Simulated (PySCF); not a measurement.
Bonds (- single, = double, # triple, : aromatic): C1=C2 1.332 Å, C2-F3 1.350 Å, C2-Si4 1.887 Å, Si4-C5 1.890 Å, C5-Cl6 1.790 Å. C1 carries H7, H8; Si4 carries H9, H10; C5 carries H11, H12. H8 is cis to F3; H7 is trans to F3.

Geometry: PBE0-D3(BJ)/def2-SVP; GIAO shifts from PySCF, gas phase, non-relativistic, averaged over equivalent atoms.

At B3LYP/pcSseg-1 (146 basis functions, 16 s wall time on 1 thread of an Arm Neoverse V1, shared host):
| atoms | δ (ppm) |
| --- | --- |
| C2 | 179.8 |
| C1 | 115.8 |
| C5 | 29.6 |
| F3 | -93.0 |
| Si4 | -45.5 |
| Cl6 | 18.9 |
| H8 | 5.48 |
| H7 | 5.15 |
| H9/H10 | 4.17 |
| H11/H12 | 2.96 |

Shifts are taken against calculated references (same method and geometry level): ¹³C (σref 179.24) and ²⁹Si (σref 337.86) and ¹H (σref 31.38) vs TMS; CFCl3 for ¹⁹F (σref 171.94); HCl for ³⁵Cl (σref 930.46).

Problem. Predict the values at PBE0/IGLO-III on the same geometry.

Solution. 
```
  atoms  δ at PBE0/IGLO-III  change
     C2               182.3    +2.5
     C1               117.5    +1.7
     C5                28.1    -1.5
     F3               -98.9    -5.9
    Si4               -46.8    -1.3
    Cl6                22.0    +3.1
     H8                5.53   +0.05
     H7                5.23   +0.08
 H9/H10                4.51   +0.34
H11/H12                3.06   +0.10
```

References, each an isolated molecule treated in the same way: TMS for ¹³C (σ = 183.78 ppm), ²⁹Si (σ = 345.34 ppm), ¹H (σ = 31.37 ppm); CFCl3 for ¹⁹F (σ = 174.63 ppm); HCl for ³⁵Cl (σ = 944.80 ppm).

The largest change is at F3 (vinylic fluorine). Cost: 288 basis functions, 57 s wall time on 1 thread of an Arm Neoverse V1, shared host. The order of the carbon signals is the same at both levels.

Carbons that carry Cl, above all several Cl atoms, come out too deshielded, partly because spin–orbit coupling is missing. Unscaled 19F shifts against computed CFCl3 carry errors that often reach 10 to 50 ppm.
